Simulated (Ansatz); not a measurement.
System: TaH$_{5}$, net charge 0, singlet state. SMILES: [TaH5]
Geometry: optimised at B3LYP-D3(BJ)/def2-TZVP (Ansatz, a first-principles code).

Property: vertical ionisation energy (to the doublet state of charge +1; each state is the SCF solution reached for its spin; the molecule has degenerate orbitals, so one determinant may break the symmetry; the UHF <S^2> is 0.88 for the doublet (pure: 0.75); for the doublet the Hartree-Fock reference is unstable and T1 is 0.045; for the singlet T1 is 0.027), in eV. Cores are frozen in the correlated levels unless marked. Open shells are spin-unrestricted. Spin-orbit coupling is left out. The frozen core is the preceding noble-gas configuration, with the filled d and f shells of earlier blocks. In def2 rows, elements after Kr have scalar-relativistic effective core potentials. 

```json
[
 {"level": "PBE/def2-TZVPD", "program": "Ansatz", "vertical ionisation energy (eV)": "10.64"},
 {"level": "PBE0/def2-TZVPD", "program": "Ansatz", "vertical ionisation energy (eV)": "10.91"},
 {"level": "wB97M-V/def2-TZVPD", "program": "Ansatz", "vertical ionisation energy (eV)": "11.13"},
 {"level": "wB97X-V/def2-TZVPD", "program": "Ansatz", "vertical ionisation energy (eV)": "11.22"},
 {"level": "RI-MP2/def2-QZVPPD", "program": "Ansatz", "vertical ionisation energy (eV)": "11.28"},
 {"level": "CCSD/def2-SVPD", "program": "Ansatz", "vertical ionisation energy (eV)": "10.98"}
]
```
